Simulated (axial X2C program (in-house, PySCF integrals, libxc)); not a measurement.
**BeSc: from the spin-free to the two-component result**

Calculated with an axial X2C code built on PySCF integrals. Spin-free means the one-electron spin-free X2C Hamiltonian; two-component (2c) means X2C with spin–orbit coupling and atomic mean-field two-electron Coulomb and Gaunt terms, so the difference of the two also holds small scalar two-electron terms. Basis: Sc dyall-cv3z [10s11p7d5f2g], Be dyall-cv3z [8s8p3d1f] (cores contracted in-house); Gaussian nuclei, density fitting, unrestricted open shells. Masses: Sc 44.956 u, Be 9.012 u.

Spin-free state: M_S = 3/2, Λ = 0 (beyond evenly filled blocks: σα, π+α, π-α); fragments Sc + Be.

| level | Re (Å) | ωe (cm⁻¹) | μ (D) |
| --- | --- | --- | --- |
| PBE0 | 2.413 | 411.2 | -1.97 |
| BP86 | 2.425 | 407.4 | -2.14 |

Dipoles are positive if Be is the positive end.

Two-component determinant lowest at the distance of the search:

Ω = 3/2 (⟨Sz⟩ = 1.50, ⟨Lz⟩ = 0.00 at PBE0); fragments Sc + Be.

| level | Re (Å) | ωe (cm⁻¹) | μ (D) |
| --- | --- | --- | --- |
| PBE0 | 2.414 | 410.7 | -1.97 |
| BP86 | 2.425 | 407.1 | -2.14 |

Q: From the two tables, how do the constants change at the PBE0 level (2c against spin-free)?

A: At the PBE0 level Re is unchanged within 0.001 Å and ωe goes down by 0.5 cm⁻¹.

One determinant describes the state; a PBE0 search over occupations chose it and may have missed a lower one. De is not given where an atomic determinant may have missed its ground term or J level, or where the truncated virtual space spoils (T). Density functionals use the spin component along the axis (collinear). PBE0 can misorder states that lie within some tenths of an eV, so this need not be the ground state of the molecule. The nearest other spin-free determinant of the search, M_S = 1/2, Λ = 0, lies 0.17 eV up at the distance of the search. The functionals have no current-density term, which raises determinants with orbital currents, atoms included. The spin of this state cannot come from the lowest atoms; the curve heads to a higher limit, and no De is given. With several unpaired electrons one determinant need not be a pure state. This is the top spin component of a Σ state; components of lower Ω are not single determinants and can lie lower.
